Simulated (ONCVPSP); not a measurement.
An all-electron radial function and its pseudo partner (manganese (Mn))

Columns: radius, all-electron u(r) and pseudo u(r) of the 3d shell (level -6.77 eV) of manganese in the configuration [Ne] 3s2 3p6 3d5 4s2; PBE, scalar-relativistic, ONCV scheme, ONCVPSP 4.0.1.

| r (bohr) | all-electron | pseudo |
| --- | --- | --- |
| 0.062 | 0.0185 | 0.0036 |
| 0.125 | 0.0964 | 0.0281 |
| 0.188 | 0.2177 | 0.0884 |
| 0.250 | 0.3524 | 0.1875 |
| 0.312 | 0.4828 | 0.3199 |
| 0.375 | 0.5997 | 0.4728 |
| 0.438 | 0.6960 | 0.6247 |
| 0.500 | 0.7700 | 0.7551 |
| 0.562 | 0.8244 | 0.8541 |
| 0.625 | 0.8611 | 0.9174 |
| 0.688 | 0.8818 | 0.9453 |
| 0.750 | 0.8892 | 0.9454 |
| 0.812 | 0.8865 | 0.9281 |
| 0.875 | 0.8756 | 0.9012 |
| 0.938 | 0.8586 | 0.8714 |
| 1.000 | 0.8375 | 0.8423 |
| 1.062 | 0.8133 | 0.8143 |
| 1.125 | 0.7867 | 0.7867 |
| 1.188 | 0.7587 | 0.7587 |
| 1.250 | 0.7306 | 0.7305 |
| 1.312 | 0.7022 | 0.7022 |
| 1.375 | 0.6736 | 0.6735 |
| 1.438 | 0.6454 | 0.6453 |
| 1.500 | 0.6182 | 0.6182 |
| 1.562 | 0.5918 | 0.5917 |
| 1.625 | 0.5658 | 0.5657 |

How many radial nodes do the two functions have?

The all-electron 3d function has n − l − 1 = 0; the pseudo-wave has 0.

At about which radius was the pseudo-wave matched?

1.15 bohr, where the columns begin to agree (steps of 0.06 bohr).

Where does each function peak?

Outermost all-electron maximum near 0.75 bohr, pseudo maximum near 0.75 bohr (to the table’s step).

Is the pseudo-wave norm-conserving?

Yes: the ONCV scheme keeps the norm inside the radius equal to the all-electron one, which fixes the energy derivative of the logarithmic derivative at the level.
